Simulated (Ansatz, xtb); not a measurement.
**Relative energy of two isomers of C6H7ClFN**

Structure a is `C/C(CCl)=C(\C#N)CF`, a singlet and structure b is `C/C(CC#N)=C(\F)CCl`, a singlet. Both are isolated molecules in the gas phase, relaxed with PBE0-D3(BJ)/def2-SVP; the shapes shown needn't be the lowest conformers.

a (Å):

```yaml
atoms:
  - { symbol: C, position_ang: [1.7906, -0.4794, -0.1994] }
  - { symbol: C, position_ang: [0.3183, -0.6808, -0.0884] }
  - { symbol: C, position_ang: [-0.1701, -2.0891, -0.2402] }
  - { symbol: C, position_ang: [-0.5622, 0.3161, 0.1680] }
  - { symbol: C, position_ang: [-0.1049, 1.6617, 0.3177] }
  - { symbol: C, position_ang: [-2.0475, 0.0834, 0.3199] }
  - { symbol: Cl, position_ang: [0.0850, -2.9840, 1.2982] }
  - { symbol: F, position_ang: [-2.6073, -0.3549, -0.8580] }
  - { symbol: N, position_ang: [0.2373, 2.7624, 0.4540] }
  - { symbol: H, position_ang: [2.1372, -0.7464, -1.2115] }
  - { symbol: H, position_ang: [2.3019, -1.1569, 0.5034] }
  - { symbol: H, position_ang: [2.0927, 0.5533, 0.0146] }
  - { symbol: H, position_ang: [0.4016, -2.6200, -1.0132] }
  - { symbol: H, position_ang: [-1.2342, -2.1459, -0.4892] }
  - { symbol: H, position_ang: [-2.5506, 1.0132, 0.6229] }
  - { symbol: H, position_ang: [-2.2283, -0.6837, 1.0912] }
```

b (Å):

```xyz
16

C    -1.2427   -1.8771    2.1774
C    -0.7954   -1.4268    0.8264
C     0.6477   -1.0064    0.6791
C     0.9007    0.3208    1.2361
C    -1.6136   -1.3930   -0.2325
C    -1.2945   -0.9154   -1.6048
Cl   -0.4401   -2.1570   -2.5879
F    -2.8750   -1.8246   -0.1144
N     1.0773    1.3759    1.6772
H    -1.0471   -1.0927    2.9273
H    -0.6849   -2.7737    2.4953
H    -2.3135   -2.1119    2.1895
H     1.2923   -1.7262    1.2117
H     0.9784   -1.0274   -0.3700
H    -2.2279   -0.6709   -2.1266
H    -0.6544   -0.0253   -1.5902
```

Estimate E(b) − E(a) at the level CCSD(T)/def2-SVP + ΔMP2/def2-TZVPP.

Too close to call at this level: CCSD(T)/def2-SVP + ΔMP2/def2-TZVPP gives E(b) − E(a) = +0.009 eV.

Level by level:

| level | geometry | E(b) − E(a) (eV) | departure from the last row (eV) | job, with rough time for the two |
| --- | --- | --- | --- | --- |
| PBE0-D3(BJ)/def2-SVP | PBE0-D3(BJ)/def2-SVP | −0.046 | −0.055 | optimisation, 1.9 min |
| HF/def2-SVP | PBE0-D3(BJ)/def2-SVP | −0.011 | −0.020 | part of the CCSD(T) run |
| MP2/def2-SVP | PBE0-D3(BJ)/def2-SVP | +0.006 | −0.003 | part of the CCSD(T) run |
| CCSD(T)/def2-SVP | PBE0-D3(BJ)/def2-SVP | −0.006 | −0.016 | single point |
| CCSD(T)/def2-SVP + ΔMP2/def2-TZVPP | PBE0-D3(BJ)/def2-SVP | +0.009 |  | single point, 3.4 min |

As drawn, both hold the same kinds of bond in the same numbers.

The largest departure from CCSD(T)/def2-SVP + ΔMP2/def2-TZVPP is that of PBE0-D3(BJ)/def2-SVP, 0.055 eV. Levels run at GFN2-xTB geometries aren't shown. The last row adds to CCSD(T) the change of the MP2 difference between the two basis sets, here +0.016 eV.

With thermal terms from frequencies at re-optimised GFN2-xTB minima (ideal gas, soft modes damped towards free rotors, one conformer each, 298.15 K, 1 atm): on the last row, ΔE + ΔZPE = +0.004, ΔH = +0.002, ΔG = +0.013 eV.

The correlated steps freeze 13 core orbitals. Programs: Ansatz 0.2.0, xtb 6.7.1; the last row on 4 threads of Arm Neoverse V1 on a shared host.
